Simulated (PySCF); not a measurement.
This PySCF input asks for the NMR shieldings of SMILES C#C[C@@H]1BCCN[SiH2]B1, C$_{5}$H$_{11}$B$_{2}$NSi; the geometry comes from GFN2-xTB.

```python
import basis_set_exchange as bse
import numpy as np
from pyscf import gto, dft
from pyscf.prop import nmr

atoms = """
C     2.065936    0.571096    1.914557
C     1.852216    0.316198    0.763595
C     1.621093   -0.001338   -0.627995
B     0.463299    0.863718   -1.286600
C    -0.630256    1.563544   -0.397170
C    -1.783829    0.573120   -0.056445
N    -1.420767   -0.488654    0.838670
Si   -0.578671   -1.898657    0.268536
B     0.994463   -1.444306   -0.818019
H     2.262613    0.802400    2.918399
H     2.560362    0.120136   -1.177105
H     0.389945    0.905390   -2.457426
H    -0.238507    1.925322    0.557097
H    -1.088200    2.414676   -0.905666
H    -2.602050    1.148071    0.393493
H    -2.159149    0.121191   -0.978212
H    -1.141562   -0.124867    1.737386
H    -1.625890   -2.598408   -0.510588
H    -0.363617   -2.653488    1.511958
H     1.417423   -2.104465   -1.691501
"""
names = dict.fromkeys(["C", "B", "N", "Si", "H"], "pcSseg-1")
basis = {el: gto.basis.parse(bse.get_basis(n, elements=[el], fmt="nwchem")) for el, n in names.items()}
mol = gto.M(atom=atoms, basis=basis, charge=0, verbose=0)
mf = dft.RKS(mol, xc="PBE0")
mf.grids.level = 2
mf.grids.alignment = dft.numint.BLKSIZE   # the property module wants whole blocks of grid points
mf.conv_tol = 1e-9
mf.kernel()

calc = nmr.RKS(mf)   # GIAO
C = mf.mo_coeff
Co = C[:, mf.mo_occ > 0]
resp = mf.gen_response(singlet=True, hermi=2)
def vind(x):   # induced exchange potential for any number of trial vectors
    d = np.einsum("pi,xij,qj->xpq", C, 2 * x.reshape(-1, C.shape[1], Co.shape[1]), Co, optimize=True)
    return np.einsum("xpq,pi,qj->xij", resp(d - d.transpose(0, 2, 1)), C, Co, optimize=True).ravel()
mo1, _ = nmr.rhf.solve_mo1(calc, with_cphf=vind)
sigma = calc.kernel(mo1)
for i, s in enumerate(sigma):   # ppm
    w = np.linalg.eigvalsh((s + s.T) / 2)
    print("%2d %-2s iso %8.1f  s11 %8.1f  s22 %8.1f  s33 %8.1f" % (i, mol.atom_pure_symbol(i), w.mean(), *w))
```

Q: Give the expected output.

A: 
```
 0 C  iso    106.1  s11     39.3  s22     50.7  s33    228.2
 1 C  iso     94.2  s11     -9.7  s22      4.0  s33    288.3
 2 C  iso    113.4  s11     22.4  s22    138.4  s33    179.4
 3 B  iso      7.6  s11    -77.9  s22    -26.9  s33    127.7
 4 C  iso    148.0  s11    122.3  s22    140.4  s33    181.3
 5 C  iso    140.8  s11    104.0  s22    139.1  s33    179.3
 6 N  iso    228.0  s11    199.7  s22    226.6  s33    257.6
 7 Si iso    400.5  s11    335.7  s22    393.5  s33    472.3
 8 B  iso    -27.7  s11   -182.1  s22    -48.5  s33    147.3
 9 H  iso     29.5  s11     24.9  s22     25.3  s33     38.2
10 H  iso     26.3  s11     21.7  s22     27.0  s33     30.1
11 H  iso     23.6  s11     16.7  s22     26.8  s33     27.2
12 H  iso     28.1  s11     24.1  s22     29.2  s33     31.1
13 H  iso     29.9  s11     26.2  s22     27.3  s33     36.1
14 H  iso     28.0  s11     21.7  s22     27.6  s33     34.7
15 H  iso     28.8  s11     24.5  s22     29.2  s33     32.9
16 H  iso     30.9  s11     25.0  s22     30.1  s33     37.6
17 H  iso     27.1  s11     22.3  s22     25.9  s33     33.1
18 H  iso     26.7  s11     23.7  s22     24.9  s33     31.4
19 H  iso     19.9  s11      6.1  s22     25.8  s33     27.7
```

These numbers come from an equivalent density-fitted implementation of the same equations, which agrees with the script to about 0.01 ppm for H and up to a few tenths of a ppm for heavy atoms, so last digits may differ.

Size and cost of the density-fitted run: 215 basis functions, 90 s wall time on 1 thread of an Arm Neoverse N1, shared host; peak memory 1 GiB.
